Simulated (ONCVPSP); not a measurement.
Pseudopotential generation for titanium: ONCV, LDA (Perdew-Wang 92), scalar-relativistic.

The input file (ONCVPSP 4.0.1):

```
# ATOM AND REFERENCE CONFIGURATION
# atsym  z   nc   nv     iexc    psfile
  Ti 22.00    3    4  -001012      upf
#
#   n    l    f
    1    0    2.00
    2    0    2.00
    2    1    6.00
    3    0    2.00
    3    1    6.00
    3    2    2.00
    4    0    2.00
#
# PSEUDOPOTENTIAL AND OPTIMIZATION
# lmax
    2
#
#   l,   rc,      ep,       ncon, nbas, qcut
    0    1.65    0.00    4    8    8.30
    1    0.95    0.00    4    9    9.50
    2    1.25    0.00    4    9    7.00
#
# LOCAL POTENTIAL
# lloc, lpopt,  rc(5),   dvloc0
    4    5    0.70   -1.00
#
# VANDERBILT-KLEINMAN-BYLANDER PROJECTORs
# l, nproj, debl
    0    2    2.60
    1    2    1.50
    2    1    1.70
#
# MODEL CORE CHARGE
# icmod, fcfact, rcfact
    1    0.40    0.00
#
# LOG DERIVATIVE ANALYSIS
# epsh1, epsh2, depsh
   -4.00    5.00    0.02
#
# OUTPUT GRID
# rlmax, drl
    6.00    0.01
#
# TEST CONFIGURATIONS
# ncnf
    4
# nvcnf
#   n    l    f
    4
    3    0    2.00
    3    1    6.00
    3    2    2.00
    4    0    1.00
#
    4
    3    0    2.00
    3    1    6.00
    3    2    2.00
    4    0    0.00
#
    4
    3    0    2.00
    3    1    6.00
    3    2    1.00
    4    0    0.00
#
    5
    3    0    2.00
    3    1    6.00
    3    2    1.00
    4    0    2.00
    4    1    1.00
#
```

Command:

```bash
oncvpsp.x < Ti.dat > Ti.out
```

Resulting log (shortened: citation, most of the input echo, consistency checks and plot data are left out):

```
ONCVPSP  (Optimized Norm-Conservinng Vanderbilt PSeudopotential)
scalar-relativistic version 4.0.1

#   n    l    f        energy (Ha)
    1    0    2.00    -1.7845688E+02
    2    0    2.00    -1.9677955E+01
    2    1    6.00    -1.6315622E+01
    3    0    2.00    -2.2882850E+00
    3    1    6.00    -1.4255109E+00
    3    2    2.00    -1.6405499E-01
    4    0    2.00    -1.6882006E-01

Reference configufation results
  iterations    25
  all-electron total energy (Ha)   -8.51724606D+02

Begin loop to  construct optimized pseudo wave functions
and semi-local pseudopoentials for all angular momenta

Calculating optimized projector #   1

 for l=   0

    Fraction of norm inside rc  0.939559
    Optimizing pswf for qcut=   8.30 a_B^-1,  ecut=  34.48 Ha
    Residual kinetic energy error=  1.09D-07 Ha

    Energy error per electron        Cutoff
         Ha          eV             Ha
         0.01000     0.27211       14.06
         0.00100     0.02721       20.48
         0.00010     0.00272       25.17
         0.00001     0.00027       28.78

Calculating optimized projector #   2

 for l=   0

    Fraction of norm inside rc  0.046395
    Optimizing pswf for qcut=   8.30 a_B^-1,  ecut=  34.48 Ha
    Residual kinetic energy error=  1.28D-07 Ha

    Energy error per electron        Cutoff
         Ha          eV             Ha
         0.01000     0.27211        4.75
         0.00100     0.02721       17.11
         0.00010     0.00272       23.25
         0.00001     0.00027       28.01

   Wellstate for l =  1  n =  4
     eigenvalue =   0.0745
     asymptotic potential =   0.5745
     half-point radius =  5.4353

Calculating optimized projector #   1

 for l=   1

    Fraction of norm inside rc  0.419327
    Optimizing pswf for qcut=   9.51 a_B^-1,  ecut=  45.22 Ha
    Residual kinetic energy error=  1.86D-04 Ha

    Energy error per electron        Cutoff
         Ha          eV             Ha
         0.01000     0.27211       14.78
         0.00100     0.02721       35.90
         0.00010     0.00272       61.06
         0.00001     0.00027      260.62

Calculating optimized projector #   2

 for l=   1

    Fraction of norm inside rc  0.038429
    Optimizing pswf for qcut=   9.51 a_B^-1,  ecut=  45.22 Ha
    Residual kinetic energy error=  3.76D-05 Ha

    Energy error per electron        Cutoff
         Ha          eV             Ha
         0.01000     0.27211       11.07
         0.00100     0.02721       16.15
         0.00010     0.00272       37.21
         0.00001     0.00027      211.64

Calculating optimized projector #   1

 for l=   2

    Fraction of norm inside rc  0.436142
    Optimizing pswf for qcut=   6.99 a_B^-1,  ecut=  24.42 Ha
    Residual kinetic energy error=  3.48D-02 Ha

    Energy error per electron        Cutoff
         Ha          eV             Ha
         0.01000     0.27211       48.31
         0.00100     0.02721      184.01
         0.00010     0.00272      210.78
         0.00001     0.00027      311.23

Construct Vanderbilt / Kleinmman-Bylander projectors

B matrix Hermiticity error, ll=   0
   1   2    1.3750E-04

  Orthonormal projector coefficients  1.6812E+01  1.6112E+00

B matrix Hermiticity error, ll=   1
   1   2    1.0591E-04

  Orthonormal projector coefficients  1.2158E+01  3.0967E+00

Model core correction analysis
  based on d2Exc/dn_idn_j

d2excae - all-electron derivatives

   -3.899684D-02   -3.572578D-02   -2.282284D-02   -1.763539D-03
   -3.572605D-02   -3.344074D-02   -2.173331D-02   -1.618384D-03
   -2.282348D-02   -2.173377D-02   -1.547733D-02   -1.109488D-03
   -1.763619D-03   -1.618444D-03   -1.109514D-03   -1.268626D-04

d2excps - pseudofunction derivatives with no core correction

   -4.503036D-02   -3.932493D-02   -2.531448D-02   -2.322556D-03
   -3.932549D-02   -3.698629D-02   -2.485582D-02   -1.871294D-03
   -2.531524D-02   -2.485638D-02   -1.750866D-02   -1.206501D-03
   -2.322785D-03   -1.871375D-03   -1.206533D-03   -1.730079D-04

rms 2nd derivative error    2.642235E-03

Polynomial model core charge

d2excps - pseudofunction derivatives with core correction

   -3.663180D-02   -3.489714D-02   -2.348235D-02   -1.671648D-03
   -3.489715D-02   -3.415752D-02   -2.355334D-02   -1.538863D-03
   -2.348279D-02   -2.355380D-02   -1.686110D-02   -1.073282D-03
   -1.671705D-03   -1.538918D-03   -1.073310D-03   -1.221388D-04

rms 2nd derivative error    1.028427E-03

Pseudoatom total energy  -58.269286

Diagnostic tests using Vanderbilt-Kleinman-Bylander pseudopotentials
  1 or more projectors used as specified by nproj input data

   l    rcore       rmatch      e in        delta e   norm test  slope test

   0   1.6594617   1.7098465  -2.2882850   0.0000010   1.0001111   1.0001044
   0   1.6594617   1.7098465  -0.1688201   0.0000024   1.0000288   1.0000241

   1   0.9513822   0.9802682  -1.4255109  -0.0000178   1.0001081   1.0001997
   1   0.9513822   0.9802682   0.0744891   0.0000227   1.0002943   1.0002943

   2   1.2527434   1.2907794  -0.1640550   0.0000069   1.0000077   0.9999994

 Testing for bound ghosts
   n   l    E NL Schr. Eq   E Basis Diag.   E Cutoff

   1   0       -2.288284       -2.288279     95.87
   2   0       -0.168818       -0.088622     95.87

   2   1       -1.425529       -1.410763    435.05

   3   2       -0.164048       -0.134596    218.99

 Testing for highly-localized positive-energy ghosts
       l    <radius>/rc     E Basis Diag.   E Cutoff

       0        0.502720        5.495573     95.87  WARNING - GHOST(+)

Test configuration 0

   n   l     f        eae           eps        diff
   1   0  2.0000 -178.45687637
   2   0  2.0000  -19.67795495
   2   1  6.0000  -16.31562159
   3   0  2.0000   -2.28828505   -2.28828409    9.62D-07
   3   1  6.0000   -1.42551092   -1.42552876   -1.78D-05
   3   2  2.0000   -0.16405499   -0.16404809    6.90D-06
   4   0  2.0000   -0.16882006   -0.16881765    2.41D-06

    Total energies and differences
      AE_ref= -8.51724606D+02  AE_tst= -8.51724606D+02  dif=  0.00D+00
      PS_ref= -5.82692857D+01  PS_tst= -5.82692857D+01  dif= -8.53D-14
      PSP excitation error=  8.53D-14

Test configuration 1

   n   l     f        eae           eps        diff
   1   0  2.0000 -178.73136222
   2   0  2.0000  -19.94720071
   2   1  6.0000  -16.58532779
   3   0  2.0000   -2.55900775   -2.55940606   -3.98D-04
   3   1  6.0000   -1.69622116   -1.69642175   -2.01D-04
   3   2  2.0000   -0.42781689   -0.42795831   -1.41D-04
   4   0  1.0000   -0.38931355   -0.38931112    2.43D-06

    Total energies and differences
      AE_ref= -8.51724606D+02  AE_tst= -8.51447921D+02  dif=  2.77D-01
      PS_ref= -5.82692857D+01  PS_tst= -5.79925850D+01  dif=  2.77D-01
      PSP excitation error= -1.54D-05

Test configuration 2

   n   l     f        eae           eps        diff
   1   0  2.0000 -179.05615175
   2   0  2.0000  -20.26433794
   2   1  6.0000  -16.90312419
   3   0  2.0000   -2.87616906   -2.87738861   -1.22D-03
   3   1  6.0000   -2.01267984   -2.01328417   -6.04D-04
   3   2  2.0000   -0.73231406   -0.73275923   -4.45D-04

    Total energies and differences
      AE_ref= -8.51724606D+02  AE_tst= -8.50941027D+02  dif=  7.84D-01
      PS_ref= -5.82692857D+01  PS_tst= -5.74856454D+01  dif=  7.84D-01
      PSP excitation error= -6.10D-05

Test configuration 3

   n   l     f        eae           eps        diff
   1   0  2.0000 -179.69203829
   2   0  2.0000  -20.93074979
   2   1  6.0000  -17.56673171
   3   0  2.0000   -3.48197900   -3.48305032   -1.07D-03
   3   1  6.0000   -2.60642134   -2.60577122    6.50D-04
   3   2  1.0000   -1.28396954   -1.28123432    2.74D-03

    Total energies and differences
      AE_ref= -8.51724606D+02  AE_tst= -8.49941690D+02  dif=  1.78D+00
      PS_ref= -5.82692857D+01  PS_tst= -5.64869878D+01  dif=  1.78D+00
      PSP excitation error=  6.18D-04

Test configuration 4

   n   l     f        eae           eps        diff
   1   0  2.0000 -178.69776609
   2   0  2.0000  -19.95125518
   2   1  6.0000  -16.58577871
   3   0  2.0000   -2.52111393   -2.52027045    8.43D-04
   3   1  6.0000   -1.64949298   -1.64835704    1.14D-03
   3   2  1.0000   -0.35139445   -0.34908091    2.31D-03
   4   0  2.0000   -0.23293672   -0.23296915   -3.24D-05
   4   1  1.0000   -0.09674203   -0.09673475    7.28D-06

    Total energies and differences
      AE_ref= -8.51724606D+02  AE_tst= -8.51547385D+02  dif=  1.77D-01
      PS_ref= -5.82692857D+01  PS_tst= -5.80929491D+01  dif=  1.76D-01
      PSP excitation error=  8.85D-04
```

The run took about 4.8 s on one core of a shared server CPU.
